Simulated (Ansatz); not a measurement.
A relaxation, step by step

BSiNH6F2, closed shell, PBE0-D4/def2-TZVP (Ansatz 0.2.0). Settings:

```yaml
hamiltonian: {xc: pbe0, dispersion: d4}
relax: {f_tol: 0.005, max_steps: 200}
```

Start, a step off a saddle point along its unstable mode:

B1  (-0.745, -0.368, -0.355)
Si2  (1.214, -0.753, 0.615)
F3  (-0.715, -0.848, -1.628)
F4  (-1.739, -0.785, 0.474)
H5  (0.045, 1.001, -0.008)
N6  (-0.774, 1.281, -0.415)
H7  (2.491, -0.399, -0.104)
H8  (1.425, -0.339, 2.048)
H9  (1.052, -2.221, 0.576)
H10  (-1.492, 1.738, 0.153)
H11  (-0.763, 1.694, -1.356)
(Å)

```tsv
step	energy less the last (meV)	largest force component (eV/Å)
1	1236.9	4.399
2	659.1	1.685
3	353.3	1.314
4	114.8	1.112
5	18.4	0.248
6 (rejected trial)	62.7	1.086
7	1.4	0.047
8	0.2	0.029
9	0.1	0.016
10	0.0	0.005
11	0.0	0.005
```

Step 2, positions (Å) and forces (eV/Å):

| atom | x | y | z | Fx | Fy | Fz |
| --- | --- | --- | --- | --- | --- | --- |
| B1 | -0.687 | -0.351 | -0.327 | 0.358 | -0.726 | 0.201 |
| Si2 | 1.203 | -0.858 | 0.613 | -0.407 | 0.144 | -0.202 |
| F3 | -0.697 | -0.823 | -1.605 | -0.166 | -0.070 | -0.284 |
| F4 | -1.710 | -0.763 | 0.473 | -0.329 | -0.065 | 0.046 |
| H5 | 0.095 | 1.185 | 0.010 | 0.210 | 1.685 | 0.049 |
| N6 | -0.816 | 1.309 | -0.437 | -0.216 | -0.474 | -0.141 |
| H7 | 2.443 | -0.421 | -0.117 | -0.139 | -0.071 | 0.017 |
| H8 | 1.387 | -0.362 | 2.020 | -0.067 | -0.075 | -0.113 |
| H9 | 1.145 | -2.341 | 0.625 | 0.163 | -0.091 | 0.083 |
| H10 | -1.546 | 1.735 | 0.123 | 0.251 | -0.118 | 0.236 |
| H11 | -0.817 | 1.691 | -1.378 | 0.341 | -0.139 | 0.108 |

Step 3, positions (Å) and forces (eV/Å):

| atom | x | y | z | Fx | Fy | Fz |
| --- | --- | --- | --- | --- | --- | --- |
| B1 | -0.659 | -0.355 | -0.313 | 0.084 | -0.339 | 0.054 |
| Si2 | 1.207 | -0.885 | 0.616 | -0.545 | -0.080 | -0.263 |
| F3 | -0.714 | -0.777 | -1.621 | -0.062 | -0.175 | 0.038 |
| F4 | -1.734 | -0.716 | 0.467 | -0.011 | -0.180 | -0.066 |
| H5 | 0.108 | 1.384 | 0.011 | -0.177 | 1.314 | -0.125 |
| N6 | -0.804 | 1.306 | -0.432 | 0.380 | -0.730 | 0.182 |
| H7 | 2.443 | -0.464 | -0.118 | -0.079 | 0.030 | -0.017 |
| H8 | 1.388 | -0.405 | 2.023 | -0.057 | 0.028 | -0.051 |
| H9 | 1.188 | -2.372 | 0.648 | 0.111 | -0.042 | 0.056 |
| H10 | -1.578 | 1.664 | 0.112 | 0.120 | 0.093 | 0.202 |
| H11 | -0.845 | 1.621 | -1.392 | 0.237 | 0.080 | -0.011 |

Step 4, positions (Å) and forces (eV/Å):

```tsv
atom	x	y	z	Fx	Fy	Fz
B1	-0.642	-0.376	-0.304	0.043	-0.180	0.028
Si2	1.167	-0.908	0.597	-0.045	-0.185	-0.016
F3	-0.713	-0.799	-1.617	-0.101	-0.009	0.063
F4	-1.730	-0.739	0.466	-0.012	-0.014	-0.120
H5	0.120	1.578	0.012	-0.945	0.400	-0.471
N6	-0.777	1.290	-0.418	1.112	-0.184	0.555
H7	2.407	-0.470	-0.123	-0.095	0.037	-0.066
H8	1.363	-0.411	1.998	-0.106	0.037	-0.035
H9	1.207	-2.396	0.657	0.062	-0.002	0.031
H10	-1.567	1.636	0.114	0.014	0.052	0.082
H11	-0.836	1.593	-1.383	0.073	0.049	-0.051
```

Last step (11):

| atom | x (Å) | y (Å) | z (Å) |
| --- | --- | --- | --- |
| B1 | -0.6274 | -0.4113 | -0.2954 |
| Si2 | 1.1488 | -0.9686 | 0.5906 |
| F3 | -0.7463 | -0.7794 | -1.6226 |
| F4 | -1.7566 | -0.7199 | 0.4400 |
| H5 | 0.1051 | 1.7571 | -0.0001 |
| N6 | -0.7055 | 1.2816 | -0.3824 |
| H7 | 2.3300 | -0.4517 | -0.1709 |
| H8 | 1.2825 | -0.3929 | 1.9666 |
| H9 | 1.3066 | -2.4440 | 0.7085 |
| H10 | -1.5318 | 1.5861 | 0.1259 |
| H11 | -0.8056 | 1.5431 | -1.3599 |

The run took about 15 s on 8 CPU threads of an Intel Xeon Platinum 8488C (shared host).
